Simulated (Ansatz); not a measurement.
Reaction (substitution at a C–C bond): `CCCCBr` + HCl → `ClCBr` + `CCC`

Program: Ansatz. Geometries: PBE0-D4/def2-TZVP. ΔE: electronic, gas phase. CCSD(T)/CBS adds triple-zeta CCSD(T) − MP2 to the extrapolated MP2 energy (def2 sets, frozen cores). This one scheme is used for every species. DFT in def2-TZVPP. For Br outer-core shells are correlated without core-valence functions, which leaves a few kJ/mol of doubt a bond. Scalar relativity is left out up to krypton. Each species was taken in one conformer, which may not be the lowest.

`CCCCBr`:

```xyz
14

C     0.261   -1.694   -0.960
C     0.081   -0.737    0.204
C    -0.159    0.692   -0.251
C    -0.376    1.681    0.868
Br    1.219    1.926    1.970
H    -0.620   -1.705   -1.608
H     1.119   -1.408   -1.576
H     0.430   -2.716   -0.613
H     0.964   -0.764    0.848
H    -0.762   -1.062    0.825
H     0.670    1.031   -0.881
H    -1.059    0.726   -0.880
H    -1.154    1.356    1.558
H    -0.615    2.675    0.497
```

HCl:

Cartesian coordinates in Å:
```
Cl 0.038 0.203 0.605
H -0.038 -0.203 -0.605
```

`ClCBr`:

Cartesian coordinates in Å:
```
Cl 0.000 -1.280 1.125
C 0.019 -0.072 -0.149
Br -0.183 1.732 0.508
H -0.810 -0.261 -0.822
H 0.974 -0.120 -0.661
```

`CCC`:

Cartesian coordinates in Å:
```
C -0.197 -1.046 -0.719
C 0.308 -0.248 0.470
C -0.031 1.230 0.371
H 0.238 -0.678 -1.653
H -1.284 -0.969 -0.812
H 0.055 -2.106 -0.631
H -0.116 -0.659 1.393
H 1.393 -0.369 0.558
H 0.339 1.788 1.234
H -1.113 1.382 0.316
H 0.408 1.674 -0.527
```

```json
{"level": "r2SCAN-D4", "ΔE (kJ/mol)": "41.6", "difference from CCSD(T)/CBS": "-6.4"}
{"level": "ωB97M-V", "ΔE (kJ/mol)": "44.3", "difference from CCSD(T)/CBS": "-3.7"}
{"level": "PBE", "ΔE (kJ/mol)": "33.1", "difference from CCSD(T)/CBS": "-14.9"}
{"level": "r2SCAN", "ΔE (kJ/mol)": "40.0", "difference from CCSD(T)/CBS": "-8.0"}
{"level": "RPA@PBE/def2-TZVPP", "ΔE (kJ/mol)": "47.5", "difference from CCSD(T)/CBS": "-0.5"}
{"level": "HF/def2-SVP", "ΔE (kJ/mol)": "52.5", "difference from CCSD(T)/CBS": "4.5"}
{"level": "CCSD/def2-SVP", "ΔE (kJ/mol)": "57.8", "difference from CCSD(T)/CBS": "9.8"}
{"level": "CCSD(T)/def2-SVP", "ΔE (kJ/mol)": "58.0", "difference from CCSD(T)/CBS": "10.0"}
{"level": "CCSD/def2-TZVPP", "ΔE (kJ/mol)": "50.2", "difference from CCSD(T)/CBS": "2.2"}
{"level": "HF/CBS(def2)", "ΔE (kJ/mol)": "41.6", "difference from CCSD(T)/CBS": "-6.4"}
{"level": "CCSD(T)/CBS", "ΔE (kJ/mol)": "48.0", "difference from CCSD(T)/CBS": "0"}
```

Largest T1 diagnostic among the species: 0.008.

Leaving LDA and LC-ωPBE aside and taking each functional with its dispersion term where it has one, the values, not all of them listed here, spread over 12.0 kJ/mol, from BLYP-D4 to PBE-QIDH. LDA lies +13.2 kJ/mol from PBE without D4. From BLYP to BHLYP (50 % exact exchange), in def2-TZVPP and without D4, ΔE moves by +13.1 kJ/mol. At CCSD(T), def2-SVP lies +10.0 kJ/mol from the extrapolated value and def2-TZVPP +1.9 kJ/mol.
